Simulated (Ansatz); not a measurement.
```yaml
crystal:
  periodic: [true, true, true]
  atoms:
    - {symbol: C, position_ang: [-0.070577, 0.712369, -1.993466]}
    - {symbol: Al, position_ang: [0.399844, -0.234284, -0.327231]}
    - {symbol: C, position_ang: [1.957310, 0.397264, 0.706790]}
    - {symbol: C, position_ang: [-0.172188, -2.111057, -0.116836]}
    - {symbol: As, position_ang: [-1.523499, 0.886625, 1.251857]}
    - {symbol: H, position_ang: [0.605550, 0.405214, -2.800441]}
    - {symbol: H, position_ang: [0.022304, 1.799705, -1.906872]}
    - {symbol: H, position_ang: [-1.086073, 0.490930, -2.337181]}
    - {symbol: H, position_ang: [2.884225, 0.049757, 0.234825]}
    - {symbol: H, position_ang: [1.969755, 0.017657, 1.733517]}
    - {symbol: H, position_ang: [2.022718, 1.489003, 0.754273]}
    - {symbol: H, position_ang: [-0.126859, -2.456564, 0.920942]}
    - {symbol: H, position_ang: [0.488731, -2.769243, -0.693619]}
    - {symbol: H, position_ang: [-1.187722, -2.290935, -0.483939]}
    - {symbol: H, position_ang: [-2.510678, 1.877884, 0.681867]}
    - {symbol: H, position_ang: [-2.545955, 0.025100, 1.954958]}
    - {symbol: H, position_ang: [-1.145987, 1.710073, 2.460754]}
basis:
  gaussian: {orbitals: x2c-TZVPPall}
hamiltonian: {xc: {name: revPBE}, pseudopotentials: {relativity: none}}
output: {forces: true}
```

```sh
$ ansatz run in.yaml --threads 8 --pin off --events-out ev --progress --plain --max-ram 20889MiB
```

Problem. How does Ansatz answer? (Estimate.)

Solution. The calculation gave: The program refused the input.
```
Error: YAML parse error: error: line 2 column 3: crystal: missing field `lattice` (a structure is typed as `lattice` and `atoms`, a molecule's as `atoms` in Å alone, or read from a run's directory, `checkpoint`)
 --> <input>:2:3
1 | crystal:
2 |   periodic: [true, true, true]
3 |   atoms:
4 |     - {symbol: C, position_ang: [-0.070577, 0.712369, -1.993466]}
```
